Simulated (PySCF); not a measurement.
One of the candidates below gave these computed data.

All candidates are C12H10.

- UV, first state: lowest singlet excitation: 4.31 eV (288 nm, f = 0.207) [TDDFT CAM-B3LYP/def2-SVPD]
- Polarisability: 145.2 au [CAM-B3LYP/def2-SVPD]
- 13C NMR: chemical shifts (computed TMS as zero) by class: 145.2 (1 C), 142.4 (1 C), 138.4 (1 C), 135.9 (1 C), 134.8 (1 C), 134.7 (1 C), 131.7 (1 C), 131.6 (1 C), 131.4 (1 C), 129.9 (1 C), 129.5 (1 C), 123.4 (1 C) ppm [GIAO B3LYP/pcSseg-1]
- Dipole: 0.11 D [CAM-B3LYP/def2-SVPD]
- Rotational structure: rotational constants A, B, C: 1.607, 0.849, 0.561 GHz [PBE0-D3(BJ)/def2-SVP]
- 1H NMR: chemical shifts (computed TMS as zero) by class: 8.08 (1 H), 7.80 (1 H), 7.76 (1 H), 7.66 (1 H), 7.64 (1 H), 7.54 (1 H), 7.52 (1 H), 7.49 (1 H), 5.93 (1 H), 5.58 (1 H) ppm [GIAO B3LYP/pcSseg-1]
- Couplings: largest of the computed one-bond spin–spin couplings (means over like bonds): 13C–1H +170.4, 13C–1H +167.3, 13C–1H +167.2, 13C–1H +167.0, 13C–1H +166.9, 13C–1H +166.5, 13C–1H +166.1, 13C–1H +166.0 Hz [B3LYP/pcJ-1, spin–dipole term left out]
- UV, strongest line: among the 10 lowest singlet transitions: S5 at 5.84 eV (212 nm, f = 0.839) [TDDFT CAM-B3LYP/def2-SVPD]

Electronic properties: PySCF, gas phase, density fitting. Levels stand in brackets. The structure is a single PBE0-D3(BJ)/def2-SVP conformer in the gas phase; no vibrational or solvent corrections. NMR classes are plain means over equivalent atoms (diastereotopic ones count apart unless rotation or inversion swaps them), as if these changed places fast.

Question: Which candidate is it?
A. `C=Cc1cccc2ccccc12`
B. `C=Cc1ccc2ccccc2c1`
C. `c1ccc(-c2ccccc2)cc1`

Answer: A. It is `C=Cc1cccc2ccccc12`. Numbering: `[CH2:1]=[CH:2][c:3]1[cH:4][cH:5][cH:6][c:7]2[cH:8][cH:9][cH:10][cH:11][c:12]12`. Its formula, C12H10, gives 8 degrees of unsaturation: 2 rings and 6 π bonds in the structure found (Kekulé form). 12 carbons fall into 12 classes; from least to most shielded: alkene CH carbon [C2] (145.2 ppm), substituted aromatic carbon [C3] (142.4 ppm), ring-fusion aromatic carbon [C7] (138.4 ppm), ring-fusion aromatic carbon [C12] (135.9 ppm), aromatic CH carbon [C8] (134.8 ppm), aromatic CH carbon [C6] (134.7 ppm), aromatic CH carbon [C10] (131.7 ppm), aromatic CH carbon [C9] (131.6 ppm), aromatic CH carbon [C5] (131.4 ppm), aromatic CH carbon [C4] (129.9 ppm), aromatic CH carbon [C11] (129.5 ppm), terminal =CH2 carbon [C1] (123.4 ppm). Hydrogen classes from least to most shielded: 1 H on an aromatic CH carbon, C11 (8.08 ppm), 1 H on an aromatic CH carbon, C8 (7.80 ppm), 1 H on an aromatic CH carbon, C6 (7.76 ppm), 1 H on an aromatic CH carbon, C4 (7.66 ppm), 1 H on an alkene CH carbon, C2 (7.64 ppm), 1 H on an aromatic CH carbon, C10 (7.54 ppm), 1 H on an aromatic CH carbon, C9 (7.52 ppm), 1 H on an aromatic CH carbon, C5 (7.49 ppm), 1 H on a terminal =CH2 carbon, C1 (5.93 ppm), 1 H on a terminal =CH2 carbon, C1 (5.58 ppm). The couplings run between: +170.4 Hz, terminal =CH2 carbon [C1] and its hydrogen; +167.3 Hz, aromatic CH carbon [C9] and its hydrogen; +167.2 Hz, aromatic CH carbon [C5] and its hydrogen; +167.0 Hz, aromatic CH carbon [C10] and its hydrogen; +166.9 Hz, aromatic CH carbon [C6] and its hydrogen; +166.5 Hz, aromatic CH carbon [C4] and its hydrogen; +166.1 Hz, aromatic CH carbon [C8] and its hydrogen; +166.0 Hz, terminal =CH2 carbon [C1] and its hydrogen. The optimised geometry has point group C1 and is an asymmetric top.

The others, at the same levels:
- `C=Cc1ccc2ccccc2c1` fails: its computed strongest line among the 10 lowest singlet transitions is S3 at 5.26 eV (236 nm, f = 0.900) (against S5 at 5.84 eV), static isotropic polarisability is 151.8 au (against 145.2 au) and rotational constant A is 2.794 GHz (against 1.607 GHz).
- `c1ccc(-c2ccccc2)cc1` fails: it has 4 carbon classes against 12; its computed 13C shifts are 149.2 (2 C), 134.7 (4 C), 133.7 (4 C), 133.1 (2 C) ppm, 1H shifts are 7.50 (4 H), 7.42 (4 H), 7.32 (2 H) ppm and rotational constant A is 2.862 GHz (against 1.607 GHz).

Each candidate is one conformer, not necessarily the lowest. The conformers computed, where there is a choice (atom-mapped SMILES and torsion angles):
- `[CH2:1]=[CH:2][c:3]1[cH:4][cH:5][cH:6][c:7]2[cH:8][cH:9][cH:10][cH:11][c:12]12`: C1–C2–C3–C4 -36°
- `[CH2:1]=[CH:2][c:3]1[cH:4][cH:5][c:6]2[cH:7][cH:8][cH:9][cH:10][c:11]2[cH:12]1`: C1–C2–C3–C4 5°
- `[cH:1]1[cH:2][cH:3][c:4](-[c:5]2[cH:6][cH:7][cH:8][cH:9][cH:10]2)[cH:11][cH:12]1`: C3–C4–C5–C6 -38°
